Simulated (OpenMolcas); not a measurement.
Pd2+: ligand-field states by method

Pd2+ with 6 ligands (sulfide) in octahedral coordination (Oh) at 2.64 Å. A charge of +1.67 e stands 3.2 Å behind each ligand. Ligand basis ANO-RCC-VDZP.

```json
{"Program": "OpenMolcas 26.06", "Basis": "ANO-RCC-VDZP [6s5p3d1f]", "Scalar Hamiltonian": "DKH2, point nucleus", "Active space": "8 electrons in 5 orbitals (4d)", "State averaging": "2S+1 = 3 even, 10 roots; 2S+1 = 1 even, 15 roots", "Spin-orbit coupling": "state interaction with AMFI integrals over the reference wave functions"}
```

I. CASSCF
II. SS-CASPT2, IPEA 0.25 Eh, imaginary shift 0.1 Eh (closed shells correlated: 4s 4p and the ligand valence shells)

Spin-free states (labels of O, the rotations of Oh) in cm-1, each column counted from its own energy of the first state listed:

```csv
State,Degeneracy,I,II
3A2,1,0,0
3T2,3,4285,6320
3T1,3,7594,10310
1E,2,11439,4830
1T2,3,15883,11110
1A1,1,17874,10020
3T1,3,17907,17630
1T1,3,19923,15520
1E,2,23943,21960
1T2,3,24302,21650
1A1,1,45506,36990
```

From I to II, I's first state of the same spin (3T2) moves from 4285 to 6320 cm-1, by about +2000 cm-1.

From I to II, I's first state of another spin (1E) moves from 11439 to 4830 cm-1, by about -6600 cm-1.

χT at 300 K: I 1.99, II 1.73 cm3 K/mol.

Roots that are degenerate in the reference are averaged as groups; the widest CASPT2 spread within a group is 110 cm-1 (the 3-fold group of multiplicity 3 near 10300 cm-1 above the lowest state of its run, II). Shifts and gaps below about the spread of the groups concerned are not significant. Over all roots computed the reference weight is 0.60 to 0.62 in II; a low but even weight reflects the number of correlated electrons. Real 4d8 and 5d8 ions are as a rule square planar and diamagnetic. The sulfide ions are held by bare point charges, a crude embedding. Ligand-to-metal charge-transfer states are missing. With no ligand orbital active B as a rule stays too high, so bands that hang on it stand too high and its fall with covalency is understated. Without dynamic correlation the repulsion within the d shell is too large (B by tens of per cent), so at a given field states of lower spin stand too high (holds for I). With metal d orbitals alone the field can be off either way by tens of per cent (holds for I). These CASPT2 states fit no ligand-field parameters well, so their order and spin gaps are uncertain (holds for II). With one d shell and no ligand orbital active, 10Dq can be off by a tenth or more (holds for II). No measured value stands beside these numbers; the geometry is a model, was not optimised and need not be the one that this ion takes.
